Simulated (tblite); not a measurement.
Compound: C₄H₈BNO₃.
Atom-mapped SMILES: `[CH3:1][O:2][C:3]1=[CH:4][CH:5]=[O+:6][B@H-:7]([NH2:8])[O:9]1` (hydrogens: H10, H11, H12 on C1; H13 on C4; H14 on C5; H15 on B7; H16, H17 on N8)
Bond orders are those of one Lewis drawing.

Computed with GFN2-xTB (tblite), gas phase: nudged elastic band of 9 images (0 to 8), spring 0.2 eV/Å², climbing image at the end, force threshold 0.05 eV/Å. The top image wasn't refined or checked by frequencies; at this threshold it can lie a kcal/mol or more above the true saddle point of the method.

The band describes a rotation about C3–O2 (vinylic carbon bearing oxygen, ether oxygen), followed by the dihedral O9–C3–O2–C1, from the optimised start (-2°) to a second optimised geometry at 178°.

Question: Give the energy profile along the converged band.

Answer: 
| image | dihedral (°) | E (eV) | C3–O2 (Å) | O9···C1 (Å) | largest true force (eV/Å) |
| --- | --- | --- | --- | --- | --- |
| 0 | -2 | 0.000 | 1.329 | 2.58 | 0.01 |
| 1 | 9 | 0.039 | 1.330 | 2.63 | 0.05 |
| 2 | 27 | 0.176 | 1.335 | 2.74 | 0.12 |
| 3 | 58 | 0.406 | 1.352 | 2.88 | 0.11 |
| 4 | 93 | 0.535 | 1.367 | 3.08 | 0.01 |
| 5 | 123 | 0.481 | 1.356 | 3.29 | 0.06 |
| 6 | 147 | 0.376 | 1.344 | 3.42 | 0.07 |
| 7 | 165 | 0.281 | 1.339 | 3.47 | 0.05 |
| 8 | 178 | 0.247 | 1.338 | 3.49 | 0.01 |

Barriers of this band. The top is image 4 at 93°: 0.535 eV forward and 0.288 eV back; the end lies 0.247 eV above the start. The central bond is 0.038 Å longer at the top than at the start.

Question: What rate follows at 200 K for crossing this barrier forward?

Answer: Taking the electronic barrier for the free energy of activation (no zero-point or entropy terms, transmission 1), rate = (kT/h)·exp(−ΔE/kT) ≈ 1 × 10^-1 s⁻¹, whose inverse is 7 × 10^0 s. An error of 1 kcal/mol in the barrier changes this by a factor of 12, and the method and the loose band can each miss by that much or more.

Question: How would the two end points share their population at 200 K, from these energies alone?

Answer: exp(−ΔE/kT) with ΔE = 0.247 eV gives 6e-07 for the higher one (end) against 1 for the lower, without vibrational, rotational or degeneracy terms.

The cost below is that of the whole band run. The run took about 11 s of CPU time (one thread, shared machine).
